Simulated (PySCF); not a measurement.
Simulated absorption spectrum

Compound: CH₁₁NSi₃.
SMILES with atom numbers: `[NH2:1][C:2]([SiH3:3])([SiH3:4])[SiH3:5]` (hydrogens: H6, H7 on N1; H8, H9, H10 on Si3; H11, H12, H13 on Si4; H14, H15, H16 on Si5)

Cartesian coordinates in Å at the GFN2-xTB level; atoms count from 1:
```
atom  x, y, z in Å
N1     0.0888   -0.7921    1.4443
C2    -0.0153   -0.0746    0.1513
Si3    1.6510   -0.1453   -0.7859
Si4   -1.4220   -0.9450   -0.8040
Si5   -0.5217    1.7113    0.6012
H6     0.8102   -0.3796    2.0277
H7     0.3390   -1.7653    1.2986
H8     1.5878    0.5605   -2.0618
H9     2.6887    0.4418    0.0715
H10    2.0025   -1.5556   -0.9969
H11   -1.0206   -2.3331   -1.0709
H12   -2.6389   -0.9624    0.0050
H13   -1.6552   -0.2646   -2.0792
H14   -0.7233    2.4967   -0.6177
H15    0.5572    2.3223    1.3902
H16   -1.7357    1.6939    1.4151
```

Computed with TDDFT CAM-B3LYP/def2-SVPD, vertical, gas phase, core orbitals frozen in the response in PySCF 2.14.0, density-fitted response routines.

Each state is given a Gaussian of 0.3 eV full width at half maximum, with ε(max) = 2.175×10⁸ f / Δν̃ (Δν̃ the width in cm⁻¹). The width is an assumption, not a result. The curve ends short of the highest state used, and states not computed would add to its high-energy end.

```json
{"λ (nm)": "179.1", "ε (L mol⁻¹ cm⁻¹)": "10679"}
{"λ (nm)": "180.4", "ε (L mol⁻¹ cm⁻¹)": "10728"}
{"λ (nm)": "181.7", "ε (L mol⁻¹ cm⁻¹)": "9724"}
{"λ (nm)": "182.9", "ε (L mol⁻¹ cm⁻¹)": "8380"}
{"λ (nm)": "184.2", "ε (L mol⁻¹ cm⁻¹)": "7002"}
{"λ (nm)": "185.4", "ε (L mol⁻¹ cm⁻¹)": "6010"}
{"λ (nm)": "186.7", "ε (L mol⁻¹ cm⁻¹)": "5176"}
{"λ (nm)": "188.0", "ε (L mol⁻¹ cm⁻¹)": "4399"}
{"λ (nm)": "189.2", "ε (L mol⁻¹ cm⁻¹)": "3619"}
{"λ (nm)": "190.5", "ε (L mol⁻¹ cm⁻¹)": "2718"}
{"λ (nm)": "191.7", "ε (L mol⁻¹ cm⁻¹)": "1920"}
{"λ (nm)": "193.0", "ε (L mol⁻¹ cm⁻¹)": "1198"}
{"λ (nm)": "194.3", "ε (L mol⁻¹ cm⁻¹)": "675"}
{"λ (nm)": "195.5", "ε (L mol⁻¹ cm⁻¹)": "364"}
{"λ (nm)": "196.8", "ε (L mol⁻¹ cm⁻¹)": "170"}
{"λ (nm)": "198.0", "ε (L mol⁻¹ cm⁻¹)": "77"}
{"λ (nm)": "199.3", "ε (L mol⁻¹ cm⁻¹)": "30"}
{"λ (nm)": "200.6", "ε (L mol⁻¹ cm⁻¹)": "11"}
{"λ (nm)": "201.8", "ε (L mol⁻¹ cm⁻¹)": "4"}
{"λ (nm)": "203.1", "ε (L mol⁻¹ cm⁻¹)": "2"}
{"λ (nm)": "204.3", "ε (L mol⁻¹ cm⁻¹)": "2"}
{"λ (nm)": "205.6", "ε (L mol⁻¹ cm⁻¹)": "3"}
{"λ (nm)": "206.9", "ε (L mol⁻¹ cm⁻¹)": "6"}
{"λ (nm)": "208.1", "ε (L mol⁻¹ cm⁻¹)": "9"}
{"λ (nm)": "209.4", "ε (L mol⁻¹ cm⁻¹)": "14"}
{"λ (nm)": "210.6", "ε (L mol⁻¹ cm⁻¹)": "19"}
{"λ (nm)": "211.9", "ε (L mol⁻¹ cm⁻¹)": "24"}
{"λ (nm)": "213.1", "ε (L mol⁻¹ cm⁻¹)": "27"}
{"λ (nm)": "214.4", "ε (L mol⁻¹ cm⁻¹)": "29"}
{"λ (nm)": "215.7", "ε (L mol⁻¹ cm⁻¹)": "29"}
{"λ (nm)": "216.9", "ε (L mol⁻¹ cm⁻¹)": "28"}
{"λ (nm)": "218.2", "ε (L mol⁻¹ cm⁻¹)": "24"}
{"λ (nm)": "219.4", "ε (L mol⁻¹ cm⁻¹)": "20"}
{"λ (nm)": "220.7", "ε (L mol⁻¹ cm⁻¹)": "15"}
{"λ (nm)": "222.0", "ε (L mol⁻¹ cm⁻¹)": "11"}
{"λ (nm)": "223.2", "ε (L mol⁻¹ cm⁻¹)": "8"}
{"λ (nm)": "224.5", "ε (L mol⁻¹ cm⁻¹)": "5"}
{"λ (nm)": "225.7", "ε (L mol⁻¹ cm⁻¹)": "3"}
{"λ (nm)": "227.0", "ε (L mol⁻¹ cm⁻¹)": "2"}
{"λ (nm)": "228.3", "ε (L mol⁻¹ cm⁻¹)": "1"}
{"λ (nm)": "229.5", "ε (L mol⁻¹ cm⁻¹)": "1"}
{"λ (nm)": "230.8", "ε (L mol⁻¹ cm⁻¹)": "0"}
{"λ (nm)": "232.0", "ε (L mol⁻¹ cm⁻¹)": "0"}
{"λ (nm)": "233.3", "ε (L mol⁻¹ cm⁻¹)": "0"}
```

Task: Where are the band maxima, and which computed states make them?

Result: 215 nm (5.76 eV), ε about 30, made up of S1 (100%); 180 nm (6.90 eV), ε about 11000, made up of S4 (66%) and S5 (28%) (ε in L mol⁻¹ cm⁻¹; maxima over ε = 5, shares over 10%). The states used: S1 5.76 eV (f 0.0003); S2 6.61 eV (f 0.040); S3 6.75 eV (f 0.0087); S4 6.90 eV (f 0.079); S5 6.95 eV (f 0.036); S6 7.44 eV (f 0.010); S7 7.50 eV (f 0.0082); S8 7.52 eV (f 0.027).

Task: What would ε be at 6.90 eV, the highest of these maxima, with half the width (0.15 eV)?

Result: About 19300 L mol⁻¹ cm⁻¹ against 10900, a factor of about 1.8; a lone state at its own centre would give exactly 2.

Task: Does any computed singlet lie in the visible range?

Result: No computed singlet lies in the visible range (380 to 750 nm); the lowest, at 215 nm, stands 2.50 eV above its violet end (3.26 eV).

Task: Coming from long wavelengths, where does ε first pass 100 L mol⁻¹ cm⁻¹?

Result: At about 198 nm (6.27 eV), 0.51 eV above S1.
